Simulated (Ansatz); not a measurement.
Stepwise reaction of `FC[SiH2]CF` with hydrogen, as a gas-phase model of exchange steps in deposition or etching. ΔE in kJ/mol.

Calculated with Ansatz (gas phase, PBE0-D4/def2-TZVP geometries, no zero-point term in ΔE). CBS: MP2 limit from def2 TZ/QZ plus the TZ coupled-cluster correction, frozen cores. This one scheme is used for every species. Functionals use def2-TZVPP. B3LYP here is the variant with VWN-RPA as its local correlation; programs differ in this. Each species was taken in one conformer, which may not be the lowest.

```tsv
step	reaction	PBE-D4	B3LYP-D4	ωB97M-V	CCSD(T)/CBS
1	`FC[SiH2]CF` + H₂ → `FC[SiH3]` + `CF`	-31.6	-37.7	-35.4	-38.2
2	`FC[SiH3]` + H₂ → SiH₄ + `CF`	-37.6	-44.1	-41.9	-43.4
```

**Question.** By hand: ΔE of the 2 steps together at CCSD(T)/CBS.

**Answer.** (-38.2) + (-43.4) = -81.6 kJ/mol, or -40.8 kJ/mol a step.

In ΔE each step is lower than the one before. All are downhill at CCSD(T)/CBS. PBE-D4 differs from CCSD(T)/CBS by 5.8 to 6.6 kJ/mol a step. Isolated molecules leave out the surface, adducts and barriers. Largest T1 diagnostic: 0.011.
